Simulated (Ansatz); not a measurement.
`C[CH2][Al]([OH])[OH]` and `C[CH2][Al]([CH3])[OH]` differ in one atom or group.

Ansatz, PBE0-D4/def2-TZVP geometries, multiplicity 1. Each molecule was computed in one conformer, which needn't be the lowest.

```
                                                                                  property  `C[CH2][Al]([OH])[OH]`
                                                        LUMO energy (PBE0/def2-TZVPP) / eV                   -0.06
                                            zero-point energy (PBE0-D4/def2-TZVP) / kJ/mol                   242.2
                                                      HOMO–LUMO gap (PBE0/def2-TZVPP) / eV                    7.72
                                                     HOMO–LUMO gap (B3LYP/def2-TZVPP) / eV                    7.19
                                                       HOMO–LUMO gap (PBE/def2-TZVPP) / eV                    5.57
ideal-gas entropy at 298 K and 1 bar (rigid rotor, harmonic PBE0-D4/def2-TZVP) / J/(mol·K)                     368
```

**Question.** What does the change do to each property? (An estimate is asked.)

**Answer.** The calculation gave: 
```tsv
property	`C[CH2][Al]([CH3])[OH]`	shift
LUMO energy (PBE0/def2-TZVPP) / eV	0.06	0.12
zero-point energy (PBE0-D4/def2-TZVP) / kJ/mol	298.5	56.3
HOMO–LUMO gap (PBE0/def2-TZVPP) / eV	7.30	-0.42
HOMO–LUMO gap (B3LYP/def2-TZVPP) / eV	6.86	-0.33
HOMO–LUMO gap (PBE/def2-TZVPP) / eV	5.24	-0.33
ideal-gas entropy at 298 K and 1 bar (rigid rotor, harmonic PBE0-D4/def2-TZVP) / J/(mol·K)	390	22
```

With PBE0 the HOMO rises by 0.54 eV and the LUMO rises by 0.12 eV, so the gap narrows by about 0.42 eV. PBE moves the HOMO by 0.50 eV and ωB97M-V by 0.58 eV. The zero-point energy changes by 56.3 kJ/mol with +6 modes. Modes under 60 cm⁻¹, often nearly free rotors, make the harmonic entropy too high.

B3LYP here is the variant with VWN-RPA as its local correlation; programs differ in this.
